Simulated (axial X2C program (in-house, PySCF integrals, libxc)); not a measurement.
**Density and ELF of FeH⁺**

All values were computed with an axial X2C code built on PySCF integrals. Two-component (2c) means X2C with spin–orbit coupling and atomic mean-field two-electron Coulomb and Gaunt terms. Basis: Fe dyall-cv3z [9s10p6d3f2g], H dyall-v3z [6s2p1d] (cores contracted in-house); Gaussian nuclei, density fitting, unrestricted open shells. Masses: Fe 55.935 u, H 1.008 u.

PBE0, 2c, state Ω = 3 (⟨Sz⟩ = 2.00, ⟨Lz⟩ = 1.00 at PBE0); Fe at z = 0, H at z = 1.551 Å.

The maps cover the half plane through the axis: z from -2.4 to 3.6 Å along the bond, ρ from 0.15 to 2.25 Å away from it.

log10 of the density in e/bohr³:

```
 ρ\z  -2.4  -1.8  -1.2  -0.6   0.0   0.6   1.2   1.8   2.4   3.0   3.6
0.15  -4.1  -3.1  -2.0  -0.3   1.4  -0.3  -0.8  -1.0  -2.1  -3.2  -4.2
0.45  -4.2  -3.2  -2.1  -0.7   0.2  -0.7  -1.1  -1.3  -2.2  -3.3  -4.2
0.75  -4.3  -3.3  -2.3  -1.3  -0.8  -1.2  -1.5  -1.8  -2.5  -3.4  -4.4
1.05  -4.4  -3.5  -2.6  -1.9  -1.6  -1.7  -1.9  -2.2  -2.8  -3.7  -4.6
1.35  -4.6  -3.7  -2.9  -2.4  -2.1  -2.2  -2.3  -2.6  -3.2  -3.9  -4.8
1.65  -4.8  -4.0  -3.3  -2.8  -2.6  -2.6  -2.8  -3.1  -3.6  -4.3  -5.1
1.95  -5.1  -4.3  -3.7  -3.3  -3.1  -3.1  -3.2  -3.5  -4.0  -4.6  -5.4
2.25  -5.4  -4.7  -4.1  -3.8  -3.6  -3.6  -3.7  -4.0  -4.4  -5.0  -5.8
```

Electron localisation function (collinear form, no current term, damped to 0 at low density):

```
 ρ\z  -2.4  -1.8  -1.2  -0.6   0.0   0.6   1.2   1.8   2.4   3.0   3.6
0.15  0.00  0.01  0.04  0.56  0.68  0.47  0.97  1.00  1.00  0.62  0.00
0.45  0.00  0.01  0.05  0.45  0.76  0.34  0.93  1.00  1.00  0.46  0.00
0.75  0.00  0.01  0.07  0.24  0.37  0.20  0.85  1.00  0.99  0.20  0.00
1.05  0.00  0.01  0.08  0.16  0.16  0.21  0.77  0.98  0.92  0.04  0.00
1.35  0.00  0.01  0.07  0.14  0.13  0.28  0.67  0.90  0.52  0.01  0.00
1.65  0.00  0.00  0.05  0.12  0.14  0.30  0.53  0.56  0.07  0.00  0.00
1.95  0.00  0.00  0.01  0.07  0.10  0.21  0.24  0.08  0.00  0.00  0.00
2.25  0.00  0.00  0.00  0.01  0.04  0.06  0.03  0.00  0.00  0.00  0.00
```

Axial spin density in 10⁻³ e/bohr³:

```
 ρ\z  -2.4  -1.8  -1.2   -0.6     0.0    0.6    1.2    1.8   2.4   3.0  3.6
0.15   0.0   0.2   3.4  116.1  1141.1  108.9  -18.6  -16.4  -1.2  -0.1  0.0
0.45   0.0   0.2   2.2   43.6   434.9   38.6   -7.2   -6.4  -0.7   0.0  0.0
0.75   0.0   0.1   1.3   17.4    86.4   17.6   -0.9   -1.8  -0.3   0.0  0.0
1.05   0.0   0.1   0.8    7.2    21.8    8.4    0.8   -0.3  -0.1   0.0  0.0
1.35   0.0   0.1   0.5    2.9     6.5    3.6    0.8    0.0   0.0   0.0  0.0
1.65   0.0   0.0   0.2    1.1     2.1    1.4    0.4    0.1   0.0   0.0  0.0
1.95   0.0   0.0   0.1    0.4     0.7    0.5    0.2    0.0   0.0   0.0  0.0
2.25   0.0   0.0   0.1    0.1     0.2    0.2    0.1    0.0   0.0   0.0  0.0
```

One determinant describes the state; a PBE0 search over occupations chose it and may have missed a lower one. Density functionals use the spin component along the axis (collinear). PBE0 can misorder states that lie within some tenths of an eV, so this need not be the ground state of the molecule. The nearest other 2c determinant of the search, Ω = 4, lies 0.04 eV up at the distance of the search. The functionals have no current-density term, which raises determinants with orbital currents, atoms included. With several unpaired electrons one determinant need not be a pure state. Open-shell Ω = 0 determinants with evenly filled partner blocks cannot be reached by this program, so the Ω shown need not be the lowest component.
